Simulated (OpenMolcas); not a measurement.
**C+: thermal populations, the spin-orbit constant, worked from levels**

* Program: OpenMolcas
* Basis: ANO-R2 [4s4p2d1f]
* Scalar Hamiltonian: X2C, finite nucleus
* Active space: 3 electrons in 4 orbitals (2s 2p)
* State averaging: 2S+1 = 4 odd, 1 root; 2S+1 = 2 odd, 11 roots; 2S+1 = 4 even, 3 roots; 2S+1 = 2 even, 9 roots
* Spin-orbit coupling: state interaction with AMFI integrals over the reference wave functions, term energies averaged over their components

Methods: CASSCF; MS-CASPT2, IPEA 0.25 Eh, imaginary shift 0.1 Eh (closed shells correlated: 1s). Measured levels: NIST Handbook of Basic Atomic Spectroscopic Data.

**Thermal populations.** Z = Σ (2J + 1) exp(-E/kT) with k = 0.695035 cm-1/K, over the levels below. No other level of either list lies under 90000 cm-1, which is above 7 kT at each temperature.

| Level | 2J + 1 | MS-CASPT2 | measured |
| --- | --- | --- | --- |
| 2s2 2p 2P* 1/2 | 2 | 0.0 | 0.0 |
| 2s2 2p 2P* 3/2 | 4 | 57.0 | 63.4 |
| 2s 2p2 4P 1/2 | 2 | 41570 | 43003 |
| 2s 2p2 4P 3/2 | 4 | 41590 | 43025 |
| 2s 2p2 4P 5/2 | 6 | 41620 | 43054 |
| 2s 2p2 2D 3/2 | 4 | 75280 | 74933 |
| 2s 2p2 2D 5/2 | 6 | 75280 | 74930 |

```csv
T (K),"Z, MS-CASPT2","Z, measured levels","Ground level (%), MS-CASPT2","Ground level (%), measured levels"
5000,5.935,5.928,33.7,33.7
8000,5.966,5.960,33.5,33.6
12000,6.056,6.040,33.0,33.1
```

At 12000 K, kT = 8340 cm-1, and the computed levels give Z = 2.000 + 3.973 + 0.014 + 0.027 + 0.041 + 0.000 + 0.001 = 6.056.

**The spin-orbit constant.** For the Hund term 2P* of p1, E(J) = (A/2) J(J+1) + constant and ζ = 2S·A = A. From J = 1/2 to J = 3/2 the energy changes by 1.5 A.

```tsv
Source	E(3/2) - E(1/2)	A	ζ
CASSCF	56.6	37.7	38
MS-CASPT2	57.0	38.0	38
measured	63.4	42.3	42
```

All in cm-1. MS-CASPT2 is off by -10.1 % and CASSCF by -10.7 %. Both methods take the spin-orbit matrix elements from the reference wave functions, so the second can move ζ only through the term energies and any multistate remixing.

Without dynamic correlation excited terms often stand tens of per cent too high (terms of higher spin than the ground term too low), and those without a measured partner can miss by more than the paired ones (holds for CASSCF). Computed and measured levels are paired by configuration, term and J; levels that our copy of the source lacks, or whose pairing is in doubt (as where it misses far off the trend of its configuration), stay unpaired and out of the deviations. Only configurations of the active space appear.

* marks odd parity.
